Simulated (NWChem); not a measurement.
System: C5H8; SMILES C[C@@H]1C=CC1

NWChem input:

```
start job
memory heap 200 mb stack 900 mb global 1100 mb
geometry units angstroms noautoz
  C      0.042529     1.771850    -0.288664
  C      0.021779     0.459546     0.472168
  C      1.038319    -0.597006     0.091097
  C      0.113340    -1.500237    -0.264570
  C     -1.051610    -0.594129     0.046137
  H     -0.841138     2.385220    -0.050161
  H      0.052460     1.596317    -1.376575
  H      0.936687     2.364342    -0.037117
  H     -0.003876     0.656037     1.559702
  H      2.132575    -0.604170     0.111788
  H      0.167673    -2.527692    -0.636393
  H     -1.664421    -0.289760    -0.819602
  H     -1.728787    -0.930381     0.849834
end
basis spherical
  C library 6-31g*
  H library 6-31g*
end
dft
  xc xwpbe 1.00 cpbe96 1.0 hfexch 1.00
  cam 0.05 cam_alpha 0.0 cam_beta 1.0
  iterations 150
  vectors input atomic output neutral.movecs
end
task dft energy
charge 1
dft
  odft
  mult 2
  vectors input atomic output cation.movecs
end
task dft energy
```

Parts of the log:

```
             Northwest Computational Chemistry Package (NWChem) 7.3.0
             --------------------------------------------------------

 C1  symmetry detected

                             Geometry "geometry" -> ""
                             -------------------------

 Output coordinates in angstroms (scale by  1.889725989 to convert to a.u.)

  No.       Tag          Charge          X              Y              Z
 ---- ---------------- ---------- -------------- -------------- --------------
    1 C                    6.0000     0.04753336     1.77501392    -0.28443065
    2 C                    6.0000     0.02474415     0.46159627     0.47441875
    3 C                    6.0000     1.03529966    -0.59847709     0.08725878
    4 C                    6.0000     0.10510640    -1.49736840    -0.26579408
    5 C                    6.0000    -1.05477612    -0.58702154     0.05141276
    6 H                    1.0000    -0.83257900     2.39159551    -0.04111361
    7 H                    1.0000     0.05201382     1.60117328    -1.37264945
    8 H                    1.0000     0.94518603     2.36346033    -0.03585127
    9 H                    1.0000     0.00462379     0.65645932     1.56236206
   10 H                    1.0000     2.12959704    -0.61012811     0.10316897
   11 H                    1.0000     0.15363091    -2.52444310    -0.63946657
   12 H                    1.0000    -1.67010294    -0.27878342    -0.81116708
   13 H                    1.0000    -1.72981436    -0.92179274     0.85752353

 Effective nuclear repulsion energy (a.u.)     168.6295616981

  pbe96 is a nonlocal functional; adding pw91lda local functional.

                                 NWChem DFT Module
                                 -----------------

 Summary of "ao basis" -> "ao basis" (spherical)
 ------------------------------------------------------------------------------
       Tag                 Description            Shells   Functions and Types
 ---------------- ------------------------------  ------  ---------------------
 C                           6-31g*                  6       14   3s2p1d
 H                           6-31g*                  2        2   2s

            General Information
            -------------------
          SCF calculation type: DFT
          Wavefunction type:  closed shell.
          No. of atoms     :    13
          No. of electrons :    38
           Alpha electrons :    19
            Beta electrons :    19
          Charge           :     0
          Spin multiplicity:     1
          Use of symmetry is: off; symmetry adaption is: off
          Maximum number of iterations: 150
          AO basis - number of functions:    86
                     number of shells:    46
          Convergence on energy requested:  1.00D-06
          Convergence on density requested:  1.00D-05
          Convergence on gradient requested:  5.00D-04

              XC Information
              --------------
                     Hartree-Fock (Exact) Exchange  1.000
                     LC-wPBE(h)Exchange Functional  1.000
            Perdew 1991 LDA Correlation Functional  1.000 local
           PerdewBurkeErnz. Correlation Functional  1.000 non-local

           Range-Separation Parameters
           ---------------------------
           Alpha           :  0.00
           Beta            :  1.00
           Gamma           :  0.05
           Short-Range HF  :     F

             Grid Information
             ----------------
          Grid used for XC integration:  medium
          Radial quadrature: Mura-Knowles
          Angular quadrature: Lebedev.
          Tag              B.-S. Rad. Rad. Pts. Rad. Cut. Ang. Pts.
          ---              ---------- --------- --------- ---------
          C                   0.70       49          11.0       434
          H                   0.35       45          12.0       434
          Grid pruning is: on
          Number of quadrature shells:   605
          Spatial weights used:  Erf1

      Superposition of Atomic Density Guess
      -------------------------------------

 Sum of atomic energies:        -192.28713105

      Non-variational initial energy
      ------------------------------

 Total energy =    -195.826155
 1-e energy   =    -590.599387
 2-e energy   =     226.143670
 HOMO         =      -0.278791
 LUMO         =       0.034237

   convergence    iter        energy       DeltaE   RMS-Dens  Diis-err
 ---------------- ----- ----------------- --------- --------- ---------
 d= 0,ls=0.0,diis     1   -194.9706764083 -3.64D+02  7.50D-03  4.03D-01
 d= 0,ls=0.0,diis     2   -195.0113786796 -4.07D-02  1.67D-03  1.20D-02
 d= 0,ls=0.0,diis     3   -195.0114782060 -9.95D-05  9.15D-04  1.17D-02
 d= 0,ls=0.0,diis     4   -195.0127923271 -1.31D-03  2.99D-04  1.01D-03
 d= 0,ls=0.0,diis     5   -195.0128952846 -1.03D-04  1.14D-04  2.08D-04
  Resetting Diis
 d= 0,ls=0.0,diis     6   -195.0129219585 -2.67D-05  1.91D-05  3.03D-06
 d= 0,ls=0.0,diis     7   -195.0129222898 -3.31D-07  1.27D-05  3.87D-07
 d= 0,ls=0.0,diis     8   -195.0129222496  4.02D-08  7.34D-06  6.99D-07

         Total DFT energy =     -195.012922249551
      One electron energy =     -595.347467184611
           Coulomb energy =      261.544832388769
    Exchange-Corr. energy =      -29.839849151794
 Nuclear repulsion energy =      168.629561698086

 Numeric. integr. density =       38.000001610242

                       DFT Final Molecular Orbital Analysis
                       ------------------------------------

 Vector   17  Occ=2.000000D+00  E=-2.937119D-01
              MO Center= -1.3D-01,  1.5D-01,  1.3D-01, r^2= 3.0D+00
   Bfn.  Coefficient  Atom+Function         Bfn.  Coefficient  Atom+Function
  ----- ------------  ---------------      ----- ------------  ---------------
    17      0.301254   2 C  px               60     -0.250163   5 C  py
    59     -0.241801   5 C  px               31     -0.184725   3 C  px
    76     -0.164105   8 H  s                18      0.162480   2 C  py
    62     -0.155666   5 C  s                80     -0.155816  10 H  s
     3     -0.150004   1 C  px               21      0.147889   2 C  px

 Vector   18  Occ=2.000000D+00  E=-2.877545D-01
              MO Center=  6.8D-02, -2.0D-01,  7.8D-02, r^2= 3.2D+00
   Bfn.  Coefficient  Atom+Function         Bfn.  Coefficient  Atom+Function
  ----- ------------  ---------------      ----- ------------  ---------------
    18      0.236265   2 C  py               32     -0.225372   3 C  py
    82     -0.207771  11 H  s                46      0.202014   4 C  py
    31      0.171495   3 C  px               60     -0.170400   5 C  py
    59      0.168982   5 C  px               17     -0.160131   2 C  px
    20     -0.159835   2 C  s                 4     -0.154805   1 C  py

 Vector   19  Occ=2.000000D+00  E=-2.371177D-01
              MO Center=  3.5D-01, -8.3D-01, -2.9D-02, r^2= 2.2D+00
   Bfn.  Coefficient  Atom+Function         Bfn.  Coefficient  Atom+Function
  ----- ------------  ---------------      ----- ------------  ---------------
    47      0.360106   4 C  pz               33      0.357499   3 C  pz
    51      0.257344   4 C  pz               37      0.249345   3 C  pz
    32     -0.141676   3 C  py               46     -0.133647   4 C  py
    86     -0.130862  13 H  s                78     -0.125132   9 H  s
     6      0.118750   1 C  s                84      0.113581  12 H  s

 Vector   20  Occ=0.000000D+00  E= 2.190699D-02
              MO Center=  4.4D-01, -9.0D-01, -6.7D-02, r^2= 2.4D+00
   Bfn.  Coefficient  Atom+Function         Bfn.  Coefficient  Atom+Function
  ----- ------------  ---------------      ----- ------------  ---------------
    51     -0.534001   4 C  pz               37      0.520685   3 C  pz
    47     -0.411373   4 C  pz               33      0.402031   3 C  pz
     6      0.290978   1 C  s                36     -0.227497   3 C  py
    84     -0.203507  12 H  s                72     -0.201668   6 H  s
    50      0.200219   4 C  py               78     -0.174073   9 H  s

 Vector   21  Occ=0.000000D+00  E= 1.124335D-01
              MO Center= -3.5D-01,  7.7D-01,  3.6D-01, r^2= 5.7D+00
   Bfn.  Coefficient  Atom+Function         Bfn.  Coefficient  Atom+Function
  ----- ------------  ---------------      ----- ------------  ---------------
     6      1.257895   1 C  s                20      1.207026   2 C  s
    62      0.885652   5 C  s                78     -0.852602   9 H  s
    76     -0.828926   8 H  s                86     -0.812457  13 H  s
    72     -0.634117   6 H  s                74     -0.538073   7 H  s
    84     -0.471134  12 H  s                 8      0.444270   1 C  py

 Vector   22  Occ=0.000000D+00  E= 1.360934D-01
              MO Center=  6.9D-02, -8.3D-01, -1.2D-04, r^2= 6.1D+00
   Bfn.  Coefficient  Atom+Function         Bfn.  Coefficient  Atom+Function
  ----- ------------  ---------------      ----- ------------  ---------------
    48      1.217218   4 C  s                82     -1.076883  11 H  s
     6     -0.802964   1 C  s                34      0.787808   3 C  s
    80     -0.707137  10 H  s                86     -0.692397  13 H  s
    62      0.597352   5 C  s                78     -0.591997   9 H  s
    22      0.428962   2 C  py               72      0.418478   6 H  s

     Multipole analysis of the density
     ---------------------------------

     L   x y z        total         alpha         beta         nuclear
     -   - - -        -----         -----         ----         -------
     0   0 0 0     -0.000000    -19.000000    -19.000000     38.000000

     1   1 0 0     -0.033252     -0.016626     -0.016626     -0.000000
     1   0 1 0      0.057136      0.028568      0.028568      0.000000
     1   0 0 1      0.031351      0.015676      0.015676     -0.000000

[...]
```

Level: LC-wPBE (HJS exchange hole, range parameter 0.05 per bohr)/6-31G* (spherical d), vertical spin-unrestricted ions. Coordinates come from a PBE0/def2-SVP optimisation. Not confirmed as a minimum by frequencies.
